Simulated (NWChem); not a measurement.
**sulfur difluoride (F$_{2}$S)**

```
S
F 1 1.6118
F 1 1.6118 2 99.21
```
Charge 0, spin multiplicity 1.

The numbers come from NWChem runs, not from measurements. The geometry was optimised at PBE0/def2-SVP, a minimum by its harmonic frequencies.

The correlated methods keep 7 core orbitals frozen. The Pople sets run with spherical d functions.

Worked example. A B2PLYP run in 6-311G** ends its self-consistent part (53 % exact exchange, 47 % B88, 73 % LYP) at -597.41646 Ha, and second-order perturbation theory on those orbitals gives -0.65477 Ha unscaled.

The perturbative term enters with the weight 0.27: -597.41646 + 0.27·(-0.65477) = -597.59325 Ha is the total energy.
